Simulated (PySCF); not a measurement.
Cl₂Hg, charge +1, quartet, at a GFN2-xTB geometry of the parent state (such geometries of metal compounds can be far from the true shape) (a state made from the parent by changing its charge; the spin is typed, not shown lowest) (core potentials on Hg); HF/def2-SVP (PySCF).

PySCF was given this input:
```python
from pyscf import gto, scf

mol = gto.Mole()
mol.atom = '''
    Hg    0.00000000    0.00000000    0.00000000
    Cl   -0.00000000   -0.00000000   -2.41313779
    Cl    0.00000000    0.00000000    2.41313779
'''
mol.basis = 'def2-svp'
mol.ecp = {'Hg': 'def2-svp'}
mol.charge = 1
mol.spin = 3
mol.verbose = 4
mol.build()

mf = scf.UHF(mol)
mf.kernel()
mf.analyze()
```

Q: Predict the main parts of the log of this PySCF run.

A: 
```
PySCF version 2.14.0

[INPUT] verbose = 4
[INPUT] num. atoms = 3
[INPUT] num. electrons = 53
[INPUT] charge = 1
[INPUT] spin (= nelec alpha-beta = 2S) = 3
[INPUT] symmetry False subgroup None
[INPUT] Mole.unit = angstrom
[INPUT] Symbol           X                Y                Z      unit          X                Y                Z       unit  Magmom
[...]
nuclear repulsion = 180.804681859273
number of shells = 28
number of NR pGTOs = 129
number of NR cGTOs = 68
basis = def2-svp
ecp = {'Hg': 'def2-svp'}

******** <class 'pyscf.scf.uhf.UHF'> ********
method = UHF
initial guess = minao
damping factor = 0
level_shift factor = 0
DIIS = <class 'pyscf.scf.diis.CDIIS'>
diis_start_cycle = 1
diis_space = 8
diis_damp = 0
SCF conv_tol = 1e-09
SCF conv_tol_grad = None
SCF max_cycles = 50
direct_scf = True
direct_scf_tol = 1e-13
number electrons alpha = 28  beta = 25
Set gradient conv threshold to 3.16228e-05
init E= -1058.98750266045

cycle= 1 E= -1070.17335384825  delta_E= -11.2  |g|= 1.04  |ddm|= 11.5

cycle= 2 E= -1070.09298471437  delta_E= 0.0804  |g|= 1.12  |ddm|= 2.89
cycle= 3 E= -1070.66542732851  delta_E= -0.572  |g|= 0.126  |ddm|= 1.34
cycle= 4 E= -1070.6800796363  delta_E= -0.0147  |g|= 0.0405  |ddm|= 0.266
cycle= 5 E= -1070.68406902517  delta_E= -0.00399  |g|= 0.0154  |ddm|= 0.154
cycle= 6 E= -1070.68472207243  delta_E= -0.000653  |g|= 0.00565  |ddm|= 0.0644
cycle= 7 E= -1070.6847907153  delta_E= -6.86e-05  |g|= 0.00146  |ddm|= 0.0222
cycle= 8 E= -1070.68479530974  delta_E= -4.59e-06  |g|= 0.000396  |ddm|= 0.00757
cycle= 9 E= -1070.68479550668  delta_E= -1.97e-07  |g|= 9.27e-05  |ddm|= 0.0012
cycle= 10 E= -1070.68479552942  delta_E= -2.27e-08  |g|= 2.36e-05  |ddm|= 0.000591
cycle= 11 E= -1070.68479553086  delta_E= -1.44e-09  |g|= 7.5e-06  |ddm|= 0.000107
cycle= 12 E= -1070.68479553098  delta_E= -1.21e-10  |g|= 1.66e-06  |ddm|= 4.11e-05
Extra cycle  E= -1070.68479553099  delta_E= -7.73e-12  |g|= 1.54e-06  |ddm|= 4.68e-06
converged SCF energy = -1070.68479553099  <S^2> = 3.8003474  2S+1 = 4.025095
**** SCF Summaries ****
Total Energy =                       -1070.684795530991323
Nuclear Repulsion Energy =             180.804681859273359
One-electron Energy =                -1886.887293129221234
Two-electron Energy =                  635.397815738956638
Two-electron Coulomb Energy =          703.081069680194560
DFT Exchange-Correlation Energy =      -67.683253941237922
**** MO energy ****
[...]
spin_pop of  0 Hg 10s        0.00509
spin_pop of  0 Hg 5px       0.00013
spin_pop of  0 Hg 5py       0.00013
spin_pop of  0 Hg 5pz       0.00502
spin_pop of  0 Hg 6px      -0.01027
spin_pop of  0 Hg 6py      -0.01027
spin_pop of  0 Hg 6pz      -0.01084
spin_pop of  0 Hg 7px      -0.01263
spin_pop of  0 Hg 7py      -0.01263
spin_pop of  0 Hg 7pz       0.00014
spin_pop of  0 Hg 5dxy      0.08470
spin_pop of  0 Hg 5dyz      0.06494
spin_pop of  0 Hg 5dz^2    -0.00634
spin_pop of  0 Hg 5dxz     -0.00630
spin_pop of  0 Hg 5dx2-y2    0.06476
spin_pop of  0 Hg 6dxy      0.00602
spin_pop of  0 Hg 6dyz      0.00330
spin_pop of  0 Hg 6dz^2     0.00633
spin_pop of  0 Hg 6dxz      0.00630
spin_pop of  0 Hg 6dx2-y2    0.00293
spin_pop of  0 Hg 5f-3     -0.00000
spin_pop of  0 Hg 5f-2     -0.00013
spin_pop of  0 Hg 5f-1     -0.00003
spin_pop of  0 Hg 5f+0     -0.00013
spin_pop of  0 Hg 5f+1     -0.00000
spin_pop of  0 Hg 5f+2     -0.00000
spin_pop of  0 Hg 5f+3     -0.00000
spin_pop of  1 Cl 1s       -0.00000
spin_pop of  1 Cl 2s       -0.00000
spin_pop of  1 Cl 3s        0.01490
spin_pop of  1 Cl 4s       -0.00103
spin_pop of  1 Cl 2px       0.00001
spin_pop of  1 Cl 2py       0.00001
spin_pop of  1 Cl 2pz       0.00000
spin_pop of  1 Cl 3px       0.47891
spin_pop of  1 Cl 3py       0.47909
spin_pop of  1 Cl 3pz       0.10440
spin_pop of  1 Cl 4px      -0.00065
spin_pop of  1 Cl 4py      -0.00072
spin_pop of  1 Cl 4pz       0.00060
spin_pop of  1 Cl 3dxy      0.00000
spin_pop of  1 Cl 3dyz     -0.00077
spin_pop of  1 Cl 3dz^2     0.00122
spin_pop of  1 Cl 3dxz     -0.00094
spin_pop of  1 Cl 3dx2-y2    0.00000
spin_pop of  2 Cl 1s       -0.00000
spin_pop of  2 Cl 2s       -0.00000
spin_pop of  2 Cl 3s        0.01490
spin_pop of  2 Cl 4s       -0.00103
spin_pop of  2 Cl 2px       0.00001
spin_pop of  2 Cl 2py       0.00001
spin_pop of  2 Cl 2pz       0.00000
spin_pop of  2 Cl 3px       0.47892
spin_pop of  2 Cl 3py       0.47908
spin_pop of  2 Cl 3pz       0.10440
spin_pop of  2 Cl 4px      -0.00065
spin_pop of  2 Cl 4py      -0.00072
spin_pop of  2 Cl 4pz       0.00060
spin_pop of  2 Cl 3dxy      0.00000
spin_pop of  2 Cl 3dyz     -0.00077
spin_pop of  2 Cl 3dz^2     0.00122
spin_pop of  2 Cl 3dxz     -0.00094
spin_pop of  2 Cl 3dx2-y2    0.00000
In total            28.00000 | 25.00000

WARN: System has nonzero charge 1; the dipole moment is origin-dependent.
Location of origin: [0. 0. 0.]

Dipole moment(X, Y, Z, Debye): -0.00000,  0.00000,  0.00000
```
